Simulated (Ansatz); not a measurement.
Mulliken charges of CH$_{5}$BN$_{2}$, SMILES `NC1BN1` from B3LYP/def2-TZVPP in Ansatz (PBE0-D4/def2-TZVP geometry).

```json
{"atom": "N1", "x (Å)": "0.247", "y (Å)": "1.237", "z (Å)": "-0.521", "charge (e)": "-0.324"}
{"atom": "C2", "x (Å)": "-0.319", "y (Å)": "-0.059", "z (Å)": "-0.298", "charge (e)": "-0.015"}
{"atom": "B3", "x (Å)": "-0.287", "y (Å)": "-0.719", "z (Å)": "1.116", "charge (e)": "-0.105"}
{"atom": "N4", "x (Å)": "0.582", "y (Å)": "-1.116", "z (Å)": "0.174", "charge (e)": "-0.123"}
{"atom": "H5", "x (Å)": "0.221", "y (Å)": "1.512", "z (Å)": "-1.493", "charge (e)": "0.121"}
{"atom": "H6", "x (Å)": "-0.204", "y (Å)": "1.954", "z (Å)": "0.027", "charge (e)": "0.140"}
{"atom": "H7", "x (Å)": "-1.026", "y (Å)": "-0.393", "z (Å)": "-1.060", "charge (e)": "0.091"}
{"atom": "H8", "x (Å)": "-0.617", "y (Å)": "-0.849", "z (Å)": "2.246", "charge (e)": "0.045"}
{"atom": "H9", "x (Å)": "1.402", "y (Å)": "-1.567", "z (Å)": "-0.190", "charge (e)": "0.168"}
```

Task: By hand: the dipole of these point charges (1 e Å = 4.8032 D).

Result: Σ q r = (-0.004, -0.068, -0.169) e Å, of length 0.182 e Å = 0.87 D.

Task: How does the dipole of the full density compare? (Best estimate.)

Result: Ansatz gave: (-0.030, 0.005, -0.210) e Å, 1.02 D; the point charges give 0.85 times that, at 24° from its direction.

Point charges leave out the atoms' own dipoles, such as those of lone pairs, and Mulliken's split depends on the basis, so the two needn't agree.

B3LYP here is the variant with VWN-RPA as its local correlation; programs differ in this.
